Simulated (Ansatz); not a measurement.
Ansatz (a first-principles code) input file for Si(Cl)3(SeH) (Cl3HSeSi), SMILES Cl[Si](Cl)(Cl)[SeH], PBE-D3(BJ)/def2-SVP. 

Ansatz 0.2 input:
```yaml
crystal:
  periodic: [false, false, false]
  atoms:
    - {symbol: Cl, position_ang: [-0.90056599, -1.23459087, -1.64709837]}
    - {symbol: Si, position_ang: [0.00927188, -0.42567098, 0.00000000]}
    - {symbol: Cl, position_ang: [-0.90056607, -1.23459087, 1.64709833]}
    - {symbol: Cl, position_ang: [1.98893165, -0.93684747, 0.00000005]}
    - {symbol: Se, position_ang: [-0.05284312, 1.82445939, -0.00000000]}
    - {symbol: H, position_ang: [-1.52573342, 1.83027109, -0.00000004]}
basis:
  gaussian:
    orbitals: def2-SVP
hamiltonian:
  xc: pbe
  dispersion: d3bj
relax: {f_tol: 0.002, max_steps: 200}
```

Log of the run:

```
WARN ansatz: RAYON_NUM_THREADS=1 ignored (pool sized by the plan → 1); use --threads N
Functional definition: PBE
integrals: 0.07 GiB planned
1185 factors; their error is unknown
mean field: 0.30 GiB planned
mean field evaluation 1: about -110764.4017 eV, gradient 1.7e1 eV
mean field evaluation 2: about -110764.2469 eV, gradient 1.8e1 eV
mean field evaluation 4: about -110765.0433 eV, gradient 6.7e-1 eV
mean field evaluation 8: about -110764.8825 eV, gradient 9.5e-2 eV
mean field evaluation 16: about -110764.8826 eV, gradient 4.5e-5 eV
mean field -110764.88255537 eV, -4070.5343547759 hartree, gradient 4.5e-5 eV, S^2 0.000000; 0 other end points of the search recorded, 0 dependent functions left out
the calculation of the forces begins
reference -110764.88258425 eV, -4070.5343558372 hartree; 50, 50 occupied and 59, 59 virtual orbitals, 1185 factors
relax step   1: F+E_penalty+E_count = -110765.15827504 eV  Δ(F+E_penalty+E_count) = +0.000e0 eV  max|allowed force component| = 3.410e-1 eV/Å  Δτ_max = 0.0000 Å  (26 SCF iters, accepted)
these checks for a lower state are left out or cut short: starts, cluster_reference, orbital_swaps, neighbouring_geometries, increment
integrals: 0.07 GiB planned
1185 factors; their error is unknown
mean field: 0.30 GiB planned
mean field -110764.89896861 eV, -4070.5349579514 hartree, gradient 8.0e-5 eV, S^2 0.000000; 0 other end points of the search recorded, 0 dependent functions left out
the calculation of the forces begins
reference -110764.89899758 eV, -4070.5349590160 hartree; 50, 50 occupied and 59, 59 virtual orbitals, 1185 factors
relax step   2: F+E_penalty+E_count = -110765.17201265 eV  Δ(F+E_penalty+E_count) = -1.374e-2 eV  max|allowed force component| = 6.016e-2 eV/Å  Δτ_max = 0.0230 Å  (25 SCF iters, accepted)
these checks for a lower state are left out or cut short: starts, cluster_reference, orbital_swaps, neighbouring_geometries, increment
integrals: 0.07 GiB planned
1185 factors; their error is unknown
mean field: 0.30 GiB planned
mean field -110764.89925141 eV, -4070.5349683441 hartree, gradient 8.0e-5 eV, S^2 0.000000; 0 other end points of the search recorded, 0 dependent functions left out
the calculation of the forces begins
reference -110764.89928042 eV, -4070.5349694101 hartree; 50, 50 occupied and 59, 59 virtual orbitals, 1185 factors
relax step   3: F+E_penalty+E_count = -110765.17227927 eV  Δ(F+E_penalty+E_count) = -2.666e-4 eV  max|allowed force component| = 2.255e-2 eV/Å  Δτ_max = 0.0131 Å  (26 SCF iters, accepted)
these checks for a lower state are left out or cut short: starts, cluster_reference, orbital_swaps, neighbouring_geometries, increment
integrals: 0.07 GiB planned
1185 factors; their error is unknown
mean field: 0.30 GiB planned
mean field evaluation 32: about -110764.8993 eV, gradient 8.2e-2 eV
mean field -110764.89926556 eV, -4070.5349688640 hartree, gradient 8.0e-5 eV, S^2 0.000000; 0 other end points of the search recorded, 0 dependent functions left out
the calculation of the forces begins
reference -110764.89929455 eV, -4070.5349699292 hartree; 50, 50 occupied and 59, 59 virtual orbitals, 1185 factors
relax step   4: F+E_penalty+E_count = -110765.17244161 eV  Δ(F+E_penalty+E_count) = -1.623e-4 eV  max|allowed force component| = 5.077e-3 eV/Å  Δτ_max = 0.0063 Å  (26 SCF iters, accepted)
these checks for a lower state are left out or cut short: starts, cluster_reference, orbital_swaps, neighbouring_geometries, increment
integrals: 0.07 GiB planned
1185 factors; their error is unknown
mean field: 0.30 GiB planned
mean field -110764.89924692 eV, -4070.5349681790 hartree, gradient 1.7e-5 eV, S^2 0.000000; 0 other end points of the search recorded, 0 dependent functions left out
the calculation of the forces begins
reference -110764.89927590 eV, -4070.5349692442 hartree; 50, 50 occupied and 59, 59 virtual orbitals, 1185 factors
relax step   5: F+E_penalty+E_count = -110765.17244291 eV  Δ(F+E_penalty+E_count) = -1.302e-6 eV  max|allowed force component| = 5.321e-3 eV/Å  Δτ_max = 0.0008 Å  (18 SCF iters, accepted)
these checks for a lower state are left out or cut short: starts, cluster_reference, orbital_swaps, neighbouring_geometries, increment
integrals: 0.07 GiB planned
1185 factors; their error is unknown
mean field: 0.30 GiB planned
mean field -110764.89923133 eV, -4070.5349676061 hartree, gradient 4.3e-5 eV, S^2 0.000000; 0 other end points of the search recorded, 0 dependent functions left out
the calculation of the forces begins
reference -110764.89926032 eV, -4070.5349686714 hartree; 50, 50 occupied and 59, 59 virtual orbitals, 1185 factors
relax step   6: F+E_penalty+E_count = -110765.17244183 eV  Δ(F+E_penalty+E_count) = +1.076e-6 eV  max|allowed force component| = 5.822e-3 eV/Å  Δτ_max = 0.0021 Å  (20 SCF iters, rejected (line search))
these checks for a lower state are left out or cut short: starts, cluster_reference, orbital_swaps, neighbouring_geometries, increment
integrals: 0.07 GiB planned
1185 factors; their error is unknown
mean field: 0.30 GiB planned
mean field -110764.89924850 eV, -4070.5349682371 hartree, gradient 2.7e-5 eV, S^2 0.000000; 0 other end points of the search recorded, 0 dependent functions left out
the calculation of the forces begins
reference -110764.89927749 eV, -4070.5349693023 hartree; 50, 50 occupied and 59, 59 virtual orbitals, 1185 factors
relax step   7: F+E_penalty+E_count = -110765.17244491 eV  Δ(F+E_penalty+E_count) = -1.998e-6 eV  max|allowed force component| = 1.431e-4 eV/Å  Δτ_max = 0.0008 Å  (19 SCF iters, accepted)
integrals: 0.07 GiB planned
1185 factors; their error is unknown
mean field: 0.30 GiB planned
mean field evaluation 64: about -110764.8992 eV, gradient 2.1e-3 eV
mean field -110764.89924850 eV, -4070.5349682371 hartree, gradient 2.7e-5 eV, S^2 0.000000; 1 other end points of the search recorded, 0 dependent functions left out
the calculation of the forces begins
reference -110764.89927749 eV, -4070.5349693023 hartree; 50, 50 occupied and 59, 59 virtual orbitals, 1185 factors
Total energy: -110765.17247389 eV, -4070.5450090851 hartree
Atom 0 at    -0.908394    -1.245499    -1.660604 Å, force     0.000022     0.000078     0.000020 eV/Å
Atom 1 at     0.008948    -0.429123     0.000000 Å, force     0.000028    -0.000119     0.000000 eV/Å
Atom 2 at    -0.908394    -1.245499     1.660604 Å, force     0.000022     0.000078    -0.000020 eV/Å
Atom 3 at     2.006590    -0.938447     0.000000 Å, force    -0.000043    -0.000045    -0.000000 eV/Å
Atom 4 at    -0.046525     1.840980    -0.000000 Å, force    -0.000143     0.000113     0.000000 eV/Å
Atom 5 at    -1.533730     1.840619    -0.000000 Å, force     0.000114    -0.000104    -0.000000 eV/Å
Dipole moment:    -0.149253     0.192788    -0.000000 e Å
```

The run converged.

Cost: roughly 26 core-seconds.
